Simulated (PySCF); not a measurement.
Excitation energy of Cd⁺ by level of theory

Cd⁺ [Kr] 4d10 5s1 (2S) → Cd⁺ [Kr] 4d9 5s2 (2D), as a difference of total energies. Calculation: PySCF 2.14, in x2c-TZVPPall with one added diffuse shell each of s, p, d, f type (9s7p7d3f1g, 95 functions); scalar relativity by spin-free X2C-1e. Correlated levels: valence: [Kr] frozen. The calculations carry no spin-orbit coupling.

| method | excitation energy (eV) |
| --- | --- |
| UHF | 8.893 |
| MP2 (valence) | 9.279 |
| SCS-MP2 (valence) | 9.084 |
| CCSD (valence) | 9.063 |
| CCSD(T) (valence) | 9.049 |

Errors of the correlated levels include the incompleteness of this basis and the frozen core.

Problem. Which method comes closest to the reference value, and which is furthest?

Solution. The reference is 8.866 eV (measured; NIST levels, between the centres of gravity of the two terms). Closest: UHF (error 0.027 eV); furthest: MP2 (valence) (error 0.413 eV).
